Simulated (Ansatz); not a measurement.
C₄H₁₁BO₂ (SMILES CCCB(O)OC), singlet, at a GFN2-xTB geometry, atoms displaced at random by about 0.03 Å a coordinate; PBE/STO-3G, gradient in Ansatz (an electronic-structure program).

Here is a job for Ansatz.
Ansatz 0.2 input:
```yaml
crystal:
  periodic: [false, false, false]
  atoms:
    - {symbol: B, position_ang: [0.30994525, 0.80593281, 0.04750454]}
    - {symbol: O, position_ang: [0.83701329, 2.00641922, 0.49665573]}
    - {symbol: H, position_ang: [0.54338884, 2.78185310, 0.10198520]}
    - {symbol: O, position_ang: [-0.79782973, 0.81598583, -0.77374908]}
    - {symbol: C, position_ang: [-1.35783738, 1.98883343, -1.38179128]}
    - {symbol: H, position_ang: [-0.61643074, 2.46039384, -1.98753962]}
    - {symbol: H, position_ang: [-2.12615529, 1.63017225, -2.06827066]}
    - {symbol: H, position_ang: [-1.75257227, 2.62601487, -0.60137881]}
    - {symbol: C, position_ang: [0.78210604, -0.58641084, 0.57698601]}
    - {symbol: C, position_ang: [-0.16721522, -1.75939028, 0.33210869]}
    - {symbol: C, position_ang: [0.48661305, -3.06864475, 0.74558723]}
    - {symbol: H, position_ang: [0.99042162, -0.52153745, 1.65163345]}
    - {symbol: H, position_ang: [1.77028199, -0.82144743, 0.10402973]}
    - {symbol: H, position_ang: [-1.08973460, -1.54568747, 0.81844895]}
    - {symbol: H, position_ang: [-0.34003134, -1.80123541, -0.69535556]}
    - {symbol: H, position_ang: [1.42967853, -3.28100368, 0.32976597]}
    - {symbol: H, position_ang: [-0.25817075, -3.89994592, 0.67398234]}
    - {symbol: H, position_ang: [0.63383467, -3.07463061, 1.91086324]}
basis:
  gaussian:
    orbitals: STO-3G
hamiltonian:
  xc: pbe
output: {forces: true}
```

It wrote (shortened):

```
Functional definition: PBE
656 factors; integrals over basis functions are off by at most 8.8e-5 eV
mean field evaluation 1: about -8971.1392 eV, gradient 1.6e1 eV
mean field evaluation 2: about -8970.4379 eV, gradient 2.3e1 eV
mean field evaluation 4: about -8971.9355 eV, gradient 1.9e0 eV
mean field evaluation 8: about -8971.7474 eV, gradient 9.8e-2 eV
mean field evaluation 16: about -8971.7475 eV, gradient 1.7e-5 eV
mean field -8971.74745521 eV, -329.7056377103 hartree, gradient 1.7e-5 eV, S^2 0.000000; 0 other end points of the search recorded, 0 dependent functions left out
the calculation of the forces begins
reference -8971.74748662 eV, -329.7056388645 hartree; 28, 28 occupied and 18, 18 virtual orbitals, 656 factors
Total energy: -8971.74748662 eV, -329.7056388645 hartree
Atom 0 at     0.309945     0.805933     0.047505 Å, force    -1.208407     2.631336    -0.250868 eV/Å
Atom 1 at     0.837013     2.006419     0.496656 Å, force     3.458253    -6.395975     3.670831 eV/Å
Atom 2 at     0.543389     2.781853     0.101985 Å, force    -2.653869     5.353003    -3.275453 eV/Å
Atom 3 at    -0.797830     0.815986    -0.773749 Å, force    -0.034646    -2.583116    -0.127871 eV/Å
Atom 4 at    -1.357837     1.988833    -1.381791 Å, force     0.214653    -1.182892     0.489925 eV/Å
Atom 5 at    -0.616431     2.460394    -1.987540 Å, force     1.264699     1.552089    -1.020376 eV/Å
Atom 6 at    -2.126155     1.630172    -2.068271 Å, force    -1.014292    -0.003618    -0.347693 eV/Å
Atom 7 at    -1.752572     2.626015    -0.601379 Å, force    -0.740176     1.286888     0.476138 eV/Å
Atom 8 at     0.782106    -0.586411     0.576986 Å, force     1.620220     0.343984     0.071765 eV/Å
Atom 9 at    -0.167215    -1.759390     0.332109 Å, force     1.988971     0.349178     0.722248 eV/Å
Atom 10 at     0.486613    -3.068645     0.745587 Å, force    -2.934452    -1.066031     5.171098 eV/Å
Atom 11 at     0.990422    -0.521537     1.651633 Å, force     0.168144     0.063102     0.508566 eV/Å
Atom 12 at     1.770282    -0.821447     0.104030 Å, force    -0.264794    -0.017851     0.180049 eV/Å
Atom 13 at    -1.089735    -1.545687     0.818449 Å, force    -1.608467    -0.157967     0.947968 eV/Å
Atom 14 at    -0.340031    -1.801235    -0.695356 Å, force    -0.841765    -0.103828    -2.966186 eV/Å
Atom 15 at     1.429679    -3.281004     0.329766 Å, force     1.819016    -0.462950    -1.408073 eV/Å
Atom 16 at    -0.258171    -3.899946     0.673982 Å, force     0.629126     0.016350    -0.831906 eV/Å
Atom 17 at     0.633835    -3.074631     1.910863 Å, force     0.137785     0.378300    -2.010163 eV/Å
Dipole moment:    -0.164132     0.447848    -0.243853 e Å
```
